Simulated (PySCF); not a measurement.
Computed structure and properties of HoF3(NH3)

System: HoF3(NH3) (singlet in the valence; each metal's 4f electrons, 10 of them, lie in its core potential, out of spins and levels); start: template (C3v). Method: PySCF 2.14.0, RKS PBE0, Ho lcecp-1-SVP with ECP56, F def2-SVP, N def2-SVP, H def2-SVP; non-relativistic Hamiltonian with scalar-relativistic core potentials where named; density fitting; no spin-orbit coupling.

Input of the relaxation:

```python
mol = gto.M(atom='''
Ho     0.01021    -0.01021     0.01021
F      1.20931     1.18889     1.20931
F     -1.18889    -1.20931     1.20931
F      1.20931    -1.20931    -1.18889
N     -1.43029     1.43029    -1.43029
H     -2.04349     2.04349    -0.89319
H     -0.89319     2.04349    -2.04349
H     -2.04349     0.89319    -2.04349''',
    basis={'Ho': 'lcecp-1-SVP', 'F': 'def2-SVP', 'N': 'def2-SVP', 'H': 'def2-SVP'},
    ecp={'Ho': 'lcecp-1-SVP'},
    charge=0, spin=0)
mf = dft.RKS(mol, xc='PBE0')
mf.grids.atom_grid = (50, 194)  # f atoms: unpruned, at least (60, 302)
mf = mf.density_fit()  # fitting sets: Ho AutoAux, F def2-universal-JKFIT, N def2-universal-JKFIT, H def2-universal-JKFIT
mf.conv_tol = 1e-08; mf.max_cycle = 55
mf.kernel(dm0)  # dm0: converged density of the start geometry
# quasi-Newton relaxation in Cartesian coordinates to a largest gradient under 0.00045 Eh/bohr, steps kept in the point group
```

Run from Python with OMP_NUM_THREADS=2; the lines above give its settings. Where DIIS fails, smearing, a level shift and second-order steps follow.
It took 31 s on 2 threads of Arm Neoverse V2, on a shared host, from the converged density of the start.

Course of the relaxation:

| step | energy above end (eV) | largest force component within the symmetry (eV/Å) |
| --- | --- | --- |
| 0 | 0.2815 | 1.288 |
| 1 | 0.1126 | 0.631 |
| 2 | 0.0599 | 0.245 |
| 3 | 0.0275 | 0.221 |
| 4 | 0.0063 | 0.062 |
| 5 | 0.0046 | 0.064 |
| 6 | 0.0004 | 0.028 |
| 7 | 0.0000 | 0.011 |
| 8 | 0.0000 | 0.007 |

Relaxed geometry (C3v):

```xyz
8

Ho    0.0965   -0.0965    0.0965
F     1.0693    1.3839    1.0693
F    -1.3839   -1.0693    1.0693
F     1.0693   -1.0693   -1.3839
N    -1.3373    1.3373   -1.3373
H    -1.9474    1.9474   -0.7895
H    -0.7895    1.9474   -1.9474
H    -1.9474    0.7895   -1.9474
```

| contact | Å |
| --- | --- |
| Ho1–F2 (F) | 2.021 |
| Ho1–F3 (F) | 2.021 |
| Ho1–F4 (F) | 2.021 |
| Ho1–N5 (NH3) | 2.483 |

On the finer grid (75, 302):

```yaml
HOMO: -9.49 eV
LUMO: -0.78 eV
Dipole_about_the_centre_of_mass: 5.95 D
Set_of_Mulliken_populations_of_Ho1_outside_the_core_potential: s 2.18, p 6.36, d 1.22, f 0.08
D3_BJ_dispersion_energy_not_in_the_energies: -0.106 eV
```

| atom | Mulliken (e) | Löwdin (e) | spin (e) |
| --- | --- | --- | --- |
| Ho1 | 1.15 | 0.65 | 0.00 |
| F2 | -0.46 | -0.33 | 0.00 |
| F3 | -0.46 | -0.33 | 0.00 |
| F4 | -0.46 | -0.33 | 0.00 |
| N5 | -0.31 | -0.01 | 0.00 |
| H6 | 0.18 | 0.11 | 0.00 |
| H7 | 0.18 | 0.11 | 0.00 |
| H8 | 0.18 | 0.11 | 0.00 |

The 4f levels lie in the core potential and are missing. Their spin isn't counted.

On the grid (50, 194), as all that follows. Harmonic modes: a minimum within the noise of the softest modes; lowest 52 cm⁻¹ (negative: unstable), highest 3612 cm⁻¹, zero-point energy 1.162 eV.

Taking off one F (charge -1, singlet; the rest: singlet) in vacuum, both parts rigid, costs 11.15 eV; the small basis without counterpoise inflates it. Most of it is the attraction of opposite charges; other ways to part are cheaper, and one spin state was tried for the rest.

Rigid scan of F along the line from its metal:

```json
{"distance to F2 (Å)": "1.72", "energy (eV)": "1.419"}
{"distance to F2 (Å)": "1.82", "energy (eV)": "0.534"}
{"distance to F2 (Å)": "1.92", "energy (eV)": "0.113"}
{"distance to F2 (Å)": "2.02", "energy (eV)": "0.000"}
{"distance to F2 (Å)": "2.12", "energy (eV)": "0.086"}
{"distance to F2 (Å)": "2.22", "energy (eV)": "0.298"}
{"distance to F2 (Å)": "2.42", "energy (eV)": "0.920"}
{"distance to F2 (Å)": "2.72", "energy (eV)": "1.995"}
{"distance to F2 (Å)": "3.12", "energy (eV)": "3.306"}
{"distance to F2 (Å)": "3.62", "energy (eV)": "4.550"}
```

Taking off one NH3 (charge 0, singlet; the rest: singlet) in vacuum, both parts rigid, costs 1.66 eV; the small basis without counterpoise inflates it.

Rigid scan of NH3 along the line from its metal:

distance to N5 (Å), energy (eV) and a bar:
```
     2.18      0.374 ##########
     2.28      0.143 ####
     2.38      0.031 #
     2.48      0.000 
     2.58      0.023 #
     2.68      0.081 ##
     2.88      0.249 #######
     3.18      0.535 ##############
     3.58      0.862 #######################
     4.08      1.146 ##############################
```

One start shape was tried, so this needn't be the lowest isomer.

An lcecp potential fixes the number of 4f electrons, so in runs with it no electron can move into or out of that shell.
